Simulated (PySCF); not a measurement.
# C₆ coefficients of unlike pairs at wB97X-V

Calculated with PySCF 2.14 from the dipole response of each species, C₆(A,B) = (3/π) ∫ α_A(iu) α_B(iu) du, in atomic units, from isotropic polarisabilities. For ions this is the dispersion term alone; charge-induced terms of lower order in 1/R come first.

```
species           configuration                                                                         basis     relativity  α (bohr³)  C₆ (like pair)
    I³⁺  [Kr] 4d10 5s2 5p2 (3P)  x2c-TZVPPall with one added diffuse shell each of s, p, d, f type (9s7p5d3f)  spin-free X2C      10.13           57.22
     Ga  [Ar] 3d10 4s2 4p1 (2P)                                                   aug-cc-pVQZ-DK (8s7p5d3f2g)  spin-free X2C      55.13           463.1
   Ne³⁺       [He] 2s2 2p3 (4S)                                                  aug-cc-pCVQZ-DK (9s8p6d4f2g)  spin-free X2C     0.6718          0.5983
    B²⁺           [He] 2s1 (2S)                                                      aug-cc-pVQZ (6s5p4d3f2g)           none      7.268           9.934
```

(1) Estimate C₆ for B²⁺ with Ne³⁺.

No spin-orbit coupling is included.

The other pairs:

```csv
pair,C₆
"B²⁺, I³⁺",20.96
"Ga, I³⁺",139.9
"B²⁺, Ga",67.64
"Ne³⁺, Ga",11.05
"Ne³⁺, I³⁺",5.418
```

Answers

(1) The integral gives 1.667. The combination rule 2 C_A C_B / (C_A α_B/α_A + C_B α_A/α_B) gives 1.608 and the geometric mean 2.438.
